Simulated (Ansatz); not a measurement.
Total energies of In(IMe)F3 (C₅H₈F₃InN₂) from Ansatz at PBE0-D4/def2-TZVP, gas phase (1 Eh = 27.2114 eV = 2625.5 kJ/mol). The reference geometry is relaxed at PBE-D4/def2-SVP.

| state | geometry | energy (Eh) |
| --- | --- | --- |
| charge 0 singlet | reference | -794.24104 |
| charge 1 doublet | reference | -793.86964 |
| charge -1 doublet | reference | -794.22881 |
| free In atom (doublet) | – | -190.11398 |
| free C atom (triplet) | – | -37.80537 |
| free N atom (quartet) | – | -54.54382 |
| free H atom (doublet) | – | -0.50104 |
| free F atom (doublet) | – | -99.67617 |

In the def2 sets In takes a core potential; there is no spin–orbit coupling.

**Question.** Work out the vertical ionisation energy to the doublet.

**Answer.** E(charge 1 doublet) − E(charge 0 singlet) = -793.86964 − (-794.24104) = 0.37140 Eh = 10.11 eV. For comparison, −ε of the highest occupied level is 8.25 eV at this level, 1.86 eV less.

**Question.** Work out the vertical electron affinity, to the doublet.

**Answer.** E(charge 0 singlet) − E(charge -1 doublet) = -794.24104 − (-794.22881) = -0.01223 Eh = -0.33 eV; negative, so the extra electron isn't bound. The basis lacks diffuse functions, which makes affinities too small.

**Question.** Give the fundamental gap IE − EA, the Mulliken electronegativity (IE + EA)/2 and the hardness (IE − EA)/2.

**Answer.** From the values in Eh: IE − EA = 0.37140 − (-0.01223) = 0.38363 Eh = 10.44 eV; (IE + EA)/2 = 4.89 eV; (IE − EA)/2 = 5.22 eV. The HOMO–LUMO gap of the same run is 7.05 eV, 3.39 eV smaller than the fundamental gap.

**Question.** What is the binding energy per atom against free atoms?

**Answer.** Atoms: 1 × (-190.11398) + 5 × (-37.80537) + 2 × (-54.54382) + 8 × (-0.50104) + 3 × (-99.67617) = -791.26530 Eh. Binding: -791.26530 − (-794.24104) = 2.97574 Eh = 80.97 eV, or 4.26 eV for each of 19 atoms (no zero-point energy, no counterpoise term).

At PBE0-D4/def2-TZVP the highest occupied level of the charge -1 doublet lies above zero (up to 1.90 eV). By energy differences it is unbound by 0.33 eV (vertical, against the charge 0 singlet, at PBE0-D4/def2-TZVP) and held by the finite basis.
